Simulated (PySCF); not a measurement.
HgCl₂ (singlet state).
Cartesian coordinates in Å at the PBE0-D3(BJ)/def2-SVP level; atoms count from 1:
```
atom  x, y, z in Å
Hg1   -0.0026   -0.0015    0.0000
Cl2   -0.0173   -0.0223    2.2821
Cl3    0.0198    0.0238   -2.2821
```

Computed with TDDFT CAM-B3LYP/def2-SVPD, vertical, gas phase, core orbitals frozen in the response, def2 core potentials past Kr in PySCF. Spin–orbit coupling is left out.

Ground-to-excited transition dipoles (e·a0, same axes as the geometry; the sign carries no meaning), for the states with f of 0.002 or more among the lowest 5:

| state | E (eV) | μx | μy | μz |
| --- | --- | --- | --- | --- |
| S3 | 5.764 | -0.314 | -0.196 | -0.004 |
| S4 | 5.764 | -0.196 | 0.314 | 0.002 |
| S5 | 6.962 | 0.008 | 0.010 | -1.019 |

Task: Work out the oscillator strengths.

Result: f = (2/3) ΔE |μ|² with ΔE in hartree (27.2114 eV).

```
state  |μ|² (au)  |μ| (D)      f
   S3      0.137     0.94  0.019
   S4      0.137     0.94  0.019
   S5      1.039     2.59  0.177
```

Task: What is the point group, and which symmetry does each of these states have?

Result: D∞h. The ground state is totally symmetric, so the direction of μ fixes the label. Polarised along the molecular axis, so Σu+: S5. Polarised across the molecular axis, so Πu: S3 and S4.

Task: How is the summed strength of these states shared among x, y and z?

Result: (2/3) Σ ΔE μα² gives 0.019 for x, 0.019 for y and 0.177 for z, 0.216 in all.

Task: What peak molar absorption coefficient would the strongest computed level give as a lone Gaussian band 0.4 eV wide at half height?

Result: ε(max) = 2.175×10⁸ f / FWHM, with the width in cm⁻¹. S5: 2.175×10⁸ × 0.1772 / 3226 ≈ 12000 L mol⁻¹ cm⁻¹.

S3/S4 coincide within about 0.01 eV; within a degenerate level the directions of the single components are arbitrary.

All these states lie below the vertical ionisation energy of 11.49 eV (ΔSCF).
